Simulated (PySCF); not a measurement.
Compound: C4H10Si.
Numbering: `[SiH3:1][CH2:2][CH:3]1[CH2:4][CH2:5]1` (hydrogens: H6, H7, H8 on Si1; H9, H10 on C2; H11 on C3; H12, H13 on C4; H14, H15 on C5)

Theory: PBE0-D3(BJ)/def2-SVP geometry optimisation, gas phase in PySCF.

List the bond lengths, angles and torsions at this level.

```tsv
bond	length (pm)	order
Si1–C2	188.9	single
C2–C3	151.1	single
C3–C4, C3–C5	150.1	single
C4–C5	150.1	single
Si1–H6, Si1–H7, Si1–H8	149.6	single
C2–H9, C2–H10	110.4	single
C3–H11	109.6	single
C4–H12, C5–H14	109.3	single
C4–H13, C5–H15	109.4	single
```

Bonds in one row agree within 1 pm and their mean is given. Orders are formal, as drawn. A selection of angles:
```tsv
angle	degrees
C2–Si1–H6	110.6
C2–Si1–H7	110.4
H6–Si1–H7	108.4
H6–Si1–H8	108.5
Si1–C2–C3	113.0
Si1–C2–H9	108.8
Si1–C2–H10	108.0
C3–C2–H9	110.6
C3–C2–H10	110.2
H9–C2–H10	106.0
C2–C3–C4	120.5
C2–C3–C5	121.0
C2–C3–H11	114.2
C4–C3–C5	60.0
C4–C3–H11	115.3
C3–C4–C5	60.0
C3–C4–H12	118.6
C3–C4–H13	117.6
C5–C4–H12	118.6
C5–C4–H13	117.9
H12–C4–H13	113.9
```

Torsions: Si1–C2–C3–C4 82° (synclinal); C2–C3–C4–C5 111° (anticlinal); C2–C3–C5–C4 -110° (anticlinal). The mirror-image conformer, all signs reversed, is as good.

All internal angles of the 3-membered ring C3–C4–C5 are 60.0°. Si1 (SiH3 silicon) is tetrahedral (angles from 108.3° to 110.6°).

Point group: C1 (no symmetry element, even within 0.4 Å). Not checked by PBE0-D3(BJ)/def2-SVP frequencies. The numbers are those of one conformer.

The run took 24 s on one thread, Arm Neoverse V2 (aarch64), shared host, and the process peaked at 0.53 GiB of memory. These figures are those of the optimisation.
